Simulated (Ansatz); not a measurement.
C$_{3}$H$_{3}$N$_{2}$ (SMILES C1=CN=C[N]1), doublet (typed; the unrestricted solution is spin-contaminated), geometry from GFN2-xTB; MP2/cc-pVDZ run with Ansatz (an electronic-structure program).

The Ansatz input:
Ansatz 0.2 input:
```yaml
crystal:
  periodic: [false, false, false]
  atoms:
    - {symbol: C, position_ang: [-0.98699943, -0.45547695, 0.34789029]}
    - {symbol: C, position_ang: [-0.78858205, 0.72851015, -0.38738364]}
    - {symbol: N, position_ang: [0.52843173, 0.87235337, -0.56904093]}
    - {symbol: C, position_ang: [1.10903837, -0.17053811, 0.02466777]}
    - {symbol: N, position_ang: [0.21684128, -0.98695486, 0.58561766]}
    - {symbol: H, position_ang: [-1.88968967, -0.91709980, 0.69350309]}
    - {symbol: H, position_ang: [-1.49508281, 1.43758016, -0.76878885]}
    - {symbol: H, position_ang: [2.16712002, -0.33324054, 0.04820214]}
basis:
  gaussian:
    orbitals: cc-pVDZ
magnetization: {spin_polarized: true, initial_magnetization: 1}
correlation: {method: mp2}
```

Output, abridged:

```
Functional definition: HF
797 factors; integrals over basis functions are off by at most 1.1e-3 eV
mean field evaluation 1: about -6097.6290 eV, gradient 2.3e1 eV
mean field evaluation 2: about -6097.9393 eV, gradient 2.3e1 eV
mean field evaluation 4: about -6100.8716 eV, gradient 3.3e0 eV
mean field evaluation 8: about -6101.0611 eV, gradient 7.8e-1 eV
mean field evaluation 16: about -6101.1075 eV, gradient 2.7e-6 eV
mean field evaluation 32: about -6099.9886 eV, gradient 8.0e0 eV
mean field evaluation 64: about -6101.1075 eV, gradient 2.7e-6 eV
mean field -6101.10749222 eV, -224.2115648599 hartree, gradient 2.7e-6 eV, S^2 0.922463; 4 other end points of the search recorded, 0 dependent functions left out
5 core orbitals not correlated
reference -6101.10749222 eV, -224.2115648599 hartree; 13, 12 occupied and 67, 68 virtual orbitals, 797 factors
second order -18.02884225 eV of doubles, -0.00000000 eV of singles
Total energy: -6119.13633447 eV, -224.8741125920 hartree
```
